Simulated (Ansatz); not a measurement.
```xyz
2

Zn    0.0000    0.0000    0.0000
O     0.0000    0.0000    1.9096
```

Basis set: cc-pVTZ (spherical functions). Correlated methods keep 6 orbitals frozen. Charge 0, multiplicity 1.

Computed with Ansatz (development build ahead of 0.2.0); the reference of a correlated method needn't be the lowest determinant of its kind. Restricted open shells among the atoms or ions are ROHF, correlated in semicanonical orbitals with singles.

(1) Give the atomization energy at this shape (free ground-state atoms in the same class of orbitals less the molecule, no zero-point energy) of singlet ZnO by UHF-BCCD(T), RHF-CCSD(T), UHF-CCSD(T).

Answers

(1)

| method | atomization energy |
| --- | --- |
| UHF-BCCD(T) | 0.97 eV |
| RHF-CCSD(T) | 0.99 eV |
| UHF-CCSD(T) | 0.97 eV |

Caution: the shape is not the minimum. Caution for UHF-BCCD(T), UHF-CCSD(T): the program doubts this total; the unrestricted determinant is spin contaminated. Caution for RHF-CCSD(T): an unrestricted determinant lies well below; other determinants can give a lower correlated total.
